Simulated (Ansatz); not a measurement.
`CC(F)(F)[SiH2]F`, relaxed with RKS PBE-D4/def2-SVP in Ansatz from a rough embedded geometry. The force threshold is 0.03 eV/Å; the program also tests the step.

Charge 0, multiplicity 1.

Start:

```xyz
11

C    -0.525   -1.192   -0.633
C    -0.196   -0.297    0.552
F     0.595   -1.005    1.456
F    -1.437   -0.025    1.170
Si    0.597    1.351    0.219
F     1.945    1.139   -0.675
H    -1.153   -0.706   -1.372
H    -0.947   -2.086   -0.318
H     0.466   -1.473   -1.198
H    -0.311    2.216   -0.620
H     0.965    2.077    1.420
```

Task: How much energy does the relaxation release, and in how many steps? (An estimate is asked.)

Result: The calculation gave: 6.70 kcal/mol, in 4 steps.

Task: Which bonds change most? (An estimate is asked.)

Result: Computed: C1–H8 from 1.037 to 1.108 Å; C2–Si5 from 1.859 to 1.928 Å; C1–H9 from 1.175 to 1.107 Å; Si5–H11 from 1.451 to 1.497 Å.

Task: Give the relaxed structure. (Best estimate.)

Result: Ansatz gave: 
```xyz
11

C    -0.498   -1.205   -0.653
C    -0.210   -0.312    0.531
F     0.587   -0.998    1.433
F    -1.399   -0.014    1.192
Si    0.608    1.398    0.180
F     1.993    1.144   -0.664
H    -1.186   -0.702   -1.359
H    -0.963   -2.146   -0.295
H     0.444   -1.444   -1.184
H    -0.313    2.227   -0.666
H     0.937    2.053    1.485
```
